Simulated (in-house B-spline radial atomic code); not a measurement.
RPA and G0W0 on Hartree-Fock: Br XXV (Br24+)

Configuration [Ne] 3s1, highest spin, mean-field start Hartree-Fock. Computed with an all-electron radial atomic-structure program (B-spline basis): all electrons, non-relativistic, point nucleus, each spin shell either full or empty, empty states to l = 9 with an (l + 1/2)⁻⁴ tail; G0W0 by contour deformation at full frequency.

Command:
```bash
python run_gw.py task.json out
```
Settings (radii: box in bohr, nucleus in fm):
```
Z                        35
electrons                11
configuration            [Ne] 3s1
hamiltonian              nr
method                   hf
lmax                     9
spin_polarised           True
box_radius               3.58
intervals                46
ion_configuration        [He] 2s2 2p6
```

Run time, properties included: 2.1 s on 1 thread of Arm Neoverse N1 (shared host).

Energies (hartree):

```tsv
term	value
mean-field total	-2199.19037
Hartree-Fock functional on these orbitals	-2199.19037
direct second order	-0.71255
second-order exchange	0.27553
SOSEX correction	0.26573
```

Task: What is the RPA correlation energy, and what remains with SOSEX?

Result: RPA gives -0.68611 hartree (-1.7 eV per electron); RPA + SOSEX gives -0.42038, and the second-order doubles (MP2) -0.43702 hartree. RPA lacks exchange-type terms and so overcorrelates at short range.

Quasi-particle levels (eV):

```tsv
level	occupied	mean field	Σx - vxc	Σc	QP weight	G0W0
3s up	yes	-1102.61	0.00	?	?	?
2p down	yes	-2662.77	0.00	2.34	0.995	-2660.43
2p up	yes	-2665.11	0.00	2.62	0.993	-2662.49
2s down	yes	-2831.90	0.00	0.87	0.951	-2831.03
3s down	no	-1050.40	0.00	-3.53	0.986	-1053.93
```

G0W0 = mean field + (Σx - vxc) + Σc, with Σc (partial-wave tail included) taken at the quasi-particle energy. Only the outer levels were computed.

Task: Where does G0W0 put 3s up?

Result: At -1105.34 eV, with Σc = -2.74 eV and a quasi-particle weight of 0.990. The tabulated removal energy is 1119.17 ± 0.04 eV (NIST, semi-empirical); the calculation leaves out relativity, Breit and QED terms, and what these don't explain is the method's own error.

Task: What does it cost to remove one electron (to [He] 2s2 2p6) by differences of total energies, each species on its own start (correlation terms add to the Hartree-Fock functional)?

Result: Hartree-Fock functional 1102.54 eV, + RPA 1104.44 eV, + RPA + SOSEX 1103.15 eV, + second order 1103.22 eV. Tabulated: 1119.17 ± 0.04 eV (NIST, semi-empirical); the calculation leaves out relativity, Breit and QED terms, and what these don't explain is the method's own error.
